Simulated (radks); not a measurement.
Valence configurations of N II (all share [He]). Calculated with a radial shooting solver on a logarithmic mesh with Libxc functionals: scalar-relativistic Kohn-Sham, LDA (Slater exchange, Perdew-Wang correlation), spin-polarised, spherical densities, point nucleus; open shells are filled with parallel spins first. Energies are relative to 2s2 2p2; eigenvalues in eV for spin up.

| valence | E (eV) | moment (Bohr magnetons) | e(2p) | e(2s) |
|---|---|---|---|---|
| 2s2 2p2 | 0.000 | 2 | -22.111 | -33.528 |
| 2s1.5 2p2.5 | 3.439 | 3 | -22.537 | -34.009 |
| 2s1 2p3 | 5.681 | 4 | -22.798 | -34.325 |
| 2s0.5 2p3.5 | 14.862 | 3 | -22.705 | -34.226 |
| 2p4 | 22.919 | 2 | -22.353 | - |

NIST lists [He] 2s2 2p2 as the ground configuration; this level of theory agrees among the configurations tried. The energies are those of spherical high-spin densities, not of single terms.
